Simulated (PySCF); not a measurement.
ZnO⁺: energy against distance

Set-up: basis Zn pcseg-1, O pcseg-1; no relativity; PySCF 2.14. Energies in eV from Zn⁺ + O in their ground configurations at the same level. State: ²Π (doublet), unpaired electrons π ↑.

All columns are LC-ωPBE. A positive dipole points towards O; it is taken about the centre of mass and depends on that origin.

| R (Å) | E (eV) | μ (D) | Mulliken charge on Zn (basis-dependent) | HOMO (eV) | LUMO (eV) | Mayer bond order | ⟨S²⟩ |
| --- | --- | --- | --- | --- | --- | --- | --- |
| 1.569 | -0.689 | -4.88 | 1.22 | -18.55 | -8.65 | 1.29 | 0.76 |
| 1.643 | -1.171 | -5.02 | 1.21 | -18.26 | -8.74 | 1.24 | 0.76 |
| 1.716 | -1.413 | -5.14 | 1.21 | -17.99 | -8.83 | 1.20 | 0.76 |
| 1.770 | -1.480 | -5.21 | 1.21 | -17.81 | -8.89 | 1.16 | 0.76 |
| 1.825 | -1.475 | -5.26 | 1.21 | -17.65 | -8.95 | 1.13 | 0.77 |
| 1.880 | -1.415 | -5.29 | 1.21 | -17.51 | -9.01 | 1.10 | 0.78 |
| 1.953 | -1.278 | -5.23 | 1.20 | -17.39 | -9.06 | 1.05 | 0.81 |
| 2.044 | -1.060 | -4.91 | 1.18 | -17.40 | -9.04 | 0.95 | 0.92 |
| 2.154 | -0.805 | -4.21 | 1.12 | -17.61 | -8.94 | 0.75 | 1.13 |
| 2.300 | -0.540 | -3.37 | 1.06 | -17.61 | -8.84 | 0.50 | 1.36 |

A fit through these points gives, at Re = 1.792 Å, μ = -5.23 D and dμ/dR = -1.02 D/Å; the reduced mass is 12.79 u.

Q: How strong is the fundamental in the double-harmonic approximation, I = 42.26·(dμ/dR)²/μred km/mol?

A: I = 42.26·(-1.02)²/12.79 = 3.44 km/mol at LC-ωPBE.

⟨S²⟩ of the unrestricted solution departs from its pure value on part of the curve, where spin states mix. For an ion De counts to the pair picked by the measured ionisation energies or electron affinities, which need not be the lowest pair at this level. The state is the lowest determinant that a PBE0 search found; another state may lie lower at other levels.
